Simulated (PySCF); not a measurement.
## Electronic structure of S (sulfur, neutral) at the UHF level

Configuration: [Ne] 3s2 3p3 3d1, high-spin 5D determinant (an excited configuration). Calculation: PySCF 2.14, in aug-cc-pV(T+d)Z with one added diffuse shell each of s, p, d, f type (7s6p5d3f, 71 functions); the non-relativistic Hamiltonian (point nucleus).

| Quantity | Value |
| --- | --- |
| Total energy | -397.227997 hartree |
| One-electron energy | -546.1328 hartree |
| Hartree (Coulomb) energy | 173.8024 hartree |
| Exchange energy | -24.8976 hartree |
| Kinetic energy | 397.22257 hartree |
| ⟨S²⟩ | 6.0006 |
| ⟨L²⟩ | 6.011 |
| Sum of ⟨r⟩ | 18.18 bohr |
| Sum of ⟨r²⟩ | 54.48 bohr² |
| Traceless quadrupole moment −½Σ⟨3z² − r²⟩ along its main axis | 9.46 e·bohr² |
| Density at the nucleus (Gaussians lack the cusp) | 2630 bohr⁻³ |
| Spin density at the nucleus | 0.121 bohr⁻³ |
| Langevin diamagnetic susceptibility | -43.2 ×10⁻⁶ cm³/mol |

```csv
shell,electrons,mean orbital energy (hartree),spread (hartree),"rms radius, mean of both spins (bohr)"
1s α,1,-92.24275,0,0.113
1s β,1,-92.21360,0,0.113
2s α,1,-9.23173,0,0.518
2s β,1,-9.20077,0,0.518
2p α,3,-6.92059,0.00082,0.492
2p β,3,-6.86484,0.00101,0.492
3s α,1,-1.19883,0,1.80
3s β,1,-0.85297,0,1.80
3p α,3,-0.65551,0.00257,2.07
3d α,1,-0.05969,0,5.75
```

The outer electron is Rydberg-like, and this basis confines it to a smaller radius and binds it less than a complete one would.

Spin-orbit constants ζ (cm⁻¹) from the X2C one-electron operator on these orbitals (non-relativistic here): bare nucleus, nucleus screened by l(l+1)(2l+1)/3 electrons, and screened by the Breit-Pauli mean field of the electrons.

| shell | bare | screened nucleus | mean field |
| --- | --- | --- | --- |
| 2p | 7369 | 6447 | 6025 |
| 3p | 512.6 | 448.5 | 412.8 |
| 3d | 4.424 | 1.659 | 0.7514 |

To first order the Landé constant is A = 0.1879 cm⁻¹, so the lowest level has J = 0 and lies 0.000140 eV below the centre of the term. This holds in LS coupling only.
